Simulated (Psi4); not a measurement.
Conformational energy of SMILES c1ncc(C=Cc2ccc[se]2)cc1. Scanned: dihedral C2–C1–C8–C9; all other coordinates were relaxed at GFN2-xTB. Points at φ and −φ are mirror images. Heavy atoms are numbered in the order of the SMILES C(=Cc1ccc[se]1)c1cccnc1, hydrogens after them in the order of the atoms that carry them; the mirror image has the same energies with the sign of each dihedral reversed.

- PBE0-D3(BJ)/def2-SVP // GFN2-xTB (Psi4)
- PBE-D3(BJ)/def2-SVP // GFN2-xTB (Psi4)

Energies relative to the lowest point of each profile, in kcal/mol:

```
φ / °  PBE0-D3(BJ)/def2-SVP
-----  --------------------
-150                    0.9
-120                    3.4
-90                     5.6
-60                     3.6
-30                     0.8
0                       0.0
30                      0.8
60                      3.6
90                      5.6
120                     3.4
150                     0.9
180                     0.4
```

Q: Estimate the PBE-D3(BJ)/def2-SVP values at these points.

A: -150: 1.2; -120: 4.1; -90: 6.6; -60: 4.3; -30: 1.1; 0: 0.0; 30: 1.1; 60: 4.3; 90: 6.6; 120: 4.1; 150: 1.2; 180: 0.4 (kcal/mol).
